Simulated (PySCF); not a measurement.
C₃H₄Cl₂Ge, SMILES ClC1=[CH][Ge@H]([Cl])[CH2]1.

Geometry: PBE-D3(BJ)/def2-SVP. The structure was generated by enumeration; whether it is a known compound was not checked.

The numbers are results of CAM-B3LYP/def2-TZVP run with PySCF, not measurements.

Task: Estimate the frontier levels, gap, dipole moment and polarisability. (Estimate from the structure and the level; the computed values follow.)

Result: 
- highest occupied level: -9.04 eV
- lowest empty level: 0.19 eV
- orbital gap: 9.23 eV
- dipole moment: 1.64 D
- quadrupole, principal values (traceless, Buckingham form, about the centre of nuclear charge): -10.16, 2.96, 7.20 D·Å
- mean static polarisability: 87.5 bohr³ (12.96 Å³)
- polarisability, principal values: 68.5, 73.1, 120.9 bohr³
